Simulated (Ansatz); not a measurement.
Input for Ansatz (development build ahead of 0.2.0):

```yaml
crystal:
  periodic: [false, false, false]
  atoms:
    - { symbol: O, position_ang: [0.0, 0.0, 0.0] }
basis:
  gaussian: { orbitals: cc-pVTZ }
magnetization:
  spin_polarized: true
  initial_magnetization: 2
hamiltonian:
  xc: hf
correlation:
  method: ccsdt
  frozen_orbitals: { O: 1 }
```

The input is written out in the form of the current development build from the run's settings.

Output:

```yaml
Converged: yes
Reference_energy: -74.81176 hartree
Correlation_energy: -0.16250 hartree
Total_energy: -74.97425 hartree
Spin_squared_of_the_determinant: 2.007
```
